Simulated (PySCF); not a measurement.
Members of one series of related molecules.

All values: PBE0/pcSseg-1 (PySCF) at GFN2-xTB geometries, gas phase, one conformer each.

Question: Rank by HOMO energy, highest first.
A. `C=C=C(C#C[SiH2]C)C1CC1`
B. `C=C=C(C#C[SiH2]C)CC`
C. `[H]/N=C/C(C#C[SiH2]C)=C=C`
D. `C=C=C(C#N)C#C[SiH2]C`
E. `C=C=C(C#C[SiH2]C)C(C)=S`

Answer: E (-6.28 eV), A (-6.57 eV), B (-6.78 eV), C (-6.90 eV), D (-7.54 eV).

Question: Rank by LUMO energy, highest first.
A. `[H]/N=C/C(=C=C)C#C[SiH2]C`
B. `C=C=C(C#N)C#C[SiH2]C`
C. `C=C=C(C#C[SiH2]C)C(C)=S`
D. `C=C=C(C#C[SiH2]C)C(C)C`
E. `C=CCC(C#C[SiH2]C)=C=C`

Answer: D (-0.73 eV), E (-0.87 eV), A (-1.66 eV), B (-1.95 eV), C (-2.58 eV).

All values together:

```json
{"SMILES": "C=C=CC#C[SiH2]C", "change": "parent", "formula": "C6H8Si", "μ (D)": "1.25", "HOMO (eV)": "-6.97", "LUMO (eV)": "-0.95", "lowest IAO charge (e)": "-0.715 (C)", "highest IAO charge (e)": "+0.793 (Si)", "lowest Hirshfeld charge (e)": "-0.209 (C)", "highest Hirshfeld charge (e)": "+0.362 (Si)"}
{"SMILES": "C=C=C(C#N)C#C[SiH2]C", "change": "H on C replaced by CN", "formula": "C7H7NSi", "μ (D)": "3.86", "HOMO (eV)": "-7.54", "LUMO (eV)": "-1.95", "lowest IAO charge (e)": "-0.715 (C)", "highest IAO charge (e)": "+0.795 (Si)", "lowest Hirshfeld charge (e)": "-0.209 (N)", "highest Hirshfeld charge (e)": "+0.372 (Si)"}
{"SMILES": "C=C=C(C#C[SiH2]C)CC", "change": "H on C replaced by C2H5", "formula": "C8H12Si", "μ (D)": "0.87", "HOMO (eV)": "-6.78", "LUMO (eV)": "-0.75", "lowest IAO charge (e)": "-0.715 (C)", "highest IAO charge (e)": "+0.792 (Si)", "lowest Hirshfeld charge (e)": "-0.209 (C)", "highest Hirshfeld charge (e)": "+0.361 (Si)"}
{"SMILES": "[H]/N=C/C(=C=C)C#C[SiH2]C", "change": "H on C replaced by CH=NH", "formula": "C7H9NSi", "μ (D)": "0.65", "HOMO (eV)": "-6.90", "LUMO (eV)": "-1.66", "lowest IAO charge (e)": "-0.714 (C)", "highest IAO charge (e)": "+0.793 (Si)", "lowest Hirshfeld charge (e)": "-0.228 (N)", "highest Hirshfeld charge (e)": "+0.363 (Si)"}
{"SMILES": "C=C=C(C#C[SiH2]C)C1CC1", "change": "H on C replaced by cPr", "formula": "C9H12Si", "μ (D)": "1.08", "HOMO (eV)": "-6.57", "LUMO (eV)": "-0.85", "lowest IAO charge (e)": "-0.715 (C)", "highest IAO charge (e)": "+0.793 (Si)", "lowest Hirshfeld charge (e)": "-0.209 (C)", "highest Hirshfeld charge (e)": "+0.361 (Si)"}
{"SMILES": "C=C=C(C#C[SiH2]C)C(C)C", "change": "H on C replaced by iPr", "formula": "C9H14Si", "μ (D)": "0.84", "HOMO (eV)": "-6.76", "LUMO (eV)": "-0.73", "lowest IAO charge (e)": "-0.715 (C)", "highest IAO charge (e)": "+0.792 (Si)", "lowest Hirshfeld charge (e)": "-0.208 (C)", "highest Hirshfeld charge (e)": "+0.361 (Si)"}
{"SMILES": "C=C=C(C#C[SiH2]C)C(C)=S", "change": "H on C replaced by C(S)CH3", "formula": "C8H10SSi", "μ (D)": "2.94", "HOMO (eV)": "-6.28", "LUMO (eV)": "-2.58", "lowest IAO charge (e)": "-0.715 (C)", "highest IAO charge (e)": "+0.793 (Si)", "lowest Hirshfeld charge (e)": "-0.207 (C)", "highest Hirshfeld charge (e)": "+0.366 (Si)"}
{"SMILES": "C=C=C(C)C#C[SiH2]C", "change": "H on C replaced by CH3", "formula": "C7H10Si", "μ (D)": "0.95", "HOMO (eV)": "-6.79", "LUMO (eV)": "-0.73", "lowest IAO charge (e)": "-0.715 (C)", "highest IAO charge (e)": "+0.793 (Si)", "lowest Hirshfeld charge (e)": "-0.209 (C)", "highest Hirshfeld charge (e)": "+0.360 (Si)"}
{"SMILES": "C=C=C(C#C[SiH2]C)CC=C", "change": "H on C replaced by allyl", "formula": "C9H12Si", "μ (D)": "0.92", "HOMO (eV)": "-6.81", "LUMO (eV)": "-0.87", "lowest IAO charge (e)": "-0.715 (C)", "highest IAO charge (e)": "+0.793 (Si)", "lowest Hirshfeld charge (e)": "-0.208 (C)", "highest Hirshfeld charge (e)": "+0.361 (Si)"}
```

Conformers: `[CH2:1]=[C:2]=[C:3]([C:4]#[C:5][SiH2:6][CH3:7])[CH2:8][CH3:9]` with C2–C3–C8–C9 -112°; `[H]/[N:9]=[CH:8]/[C:3](=[C:2]=[CH2:1])[C:4]#[C:5][SiH2:6][CH3:7]` with C2–C3–C8–N9 0°; `[CH2:1]=[C:2]=[C:3]([C:4]#[C:5][SiH2:6][CH3:7])[CH:8]1[CH2:9][CH2:10]1` with C2–C3–C8–C9 -39°; `[CH2:1]=[C:2]=[C:3]([C:4]#[C:5][SiH2:6][CH3:7])[CH:8]([CH3:9])[CH3:10]` with C2–C3–C8–C9 119°; `[CH2:1]=[C:2]=[C:3]([C:4]#[C:5][SiH2:6][CH3:7])[C:8]([CH3:9])=[S:10]` with C2–C3–C8–C9 -179°; `[CH2:1]=[C:2]=[C:3]([C:4]#[C:5][SiH2:6][CH3:7])[CH2:8][CH:9]=[CH2:10]` with C2–C3–C8–C9 -106°, C3–C8–C9–C10 112°.

Question: Give the shifts from the parent, `C=C=CC#C[SiH2]C`.

Answer: 
| SMILES | change in μ (D) | change in HOMO (eV) | change in LUMO (eV) |
| --- | --- | --- | --- |
| C=C=C(C#N)C#C[SiH2]C | +2.61 | -0.57 | -1.00 |
| C=C=C(C#C[SiH2]C)CC | -0.38 | +0.19 | +0.20 |
| [H]/N=C/C(=C=C)C#C[SiH2]C | -0.60 | +0.07 | -0.71 |
| C=C=C(C#C[SiH2]C)C1CC1 | -0.17 | +0.40 | +0.10 |
| C=C=C(C#C[SiH2]C)C(C)C | -0.41 | +0.21 | +0.22 |
| C=C=C(C#C[SiH2]C)C(C)=S | +1.69 | +0.69 | -1.63 |
| C=C=C(C)C#C[SiH2]C | -0.30 | +0.18 | +0.22 |
| C=C=C(C#C[SiH2]C)CC=C | -0.33 | +0.16 | +0.08 |
